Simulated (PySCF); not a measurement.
Species: furan-2,5-dicarbaldehyde, C6H4O3.
Bonds: O1–C2 (double), C2–C3, C3–C4 (aromatic), C4–C5 (aromatic), C5–C6 (aromatic), C6–C7, C7–O8 (double), C6–O9 (aromatic), C3–O9 (aromatic). Hydrogens: H10 on C2; H11 on C4; H12 on C5; H13 on C7.

Structure optimised with GFN2-xTB, isolated species.

(1) What internal coordinates does the optimisation give?

## Answers

(1) 
```
          bond  length (Å)
  O1=C2, C7=O8       1.204
  C2–C3, C6–C7       1.455
  C3–C4, C5–C6       1.385
         C4–C5       1.398
  C3–O9, C6–O9       1.346
C2–H10, C7–H13       1.106
C4–H11, C5–H12       1.071
```

Bonds in one row agree within 0.01 Å and their mean is given. A selection of angles:
```
   angle  degrees
O1–C2–C3    124.7
C2–C3–C4    130.7
C2–C3–O9    119.2
C4–C3–O9    110.1
C3–C4–C5    106.2
C5–C6–C7    130.4
C3–O9–C6    107.4
```

Torsions: O1–C2–C3–C4 0° (synperiplanar); C5–C6–C7–O8 0° (synperiplanar).

The 4 C–O bonds span 1.204 Å (O1=C2, drawn double) to 1.346 Å (C3–O9, aromatic), a spread of 0.142 Å. O9 (furan-type oxygen) is bent (angle 107.4°). The C–C distances run from 1.385 Å (C5–C6, aromatic) to 1.455 Å (C2–C3, drawn single), a spread of 0.070 Å. The 5-membered ring C3–C4–C5–C6–O9 has internal angles of 106.2° to 110.1° (sum 540°, against 540° for a flat polygon); it is planar, 0.00 Å rms from its mean plane, widest ring torsion 0°. The 9 heavy atoms lie in one plane (0.001 Å rms).

Point group: C2v (tolerance 0.08 Å). No frequency check. The numbers are those of one conformer.

The numbers are calculated, not measured.
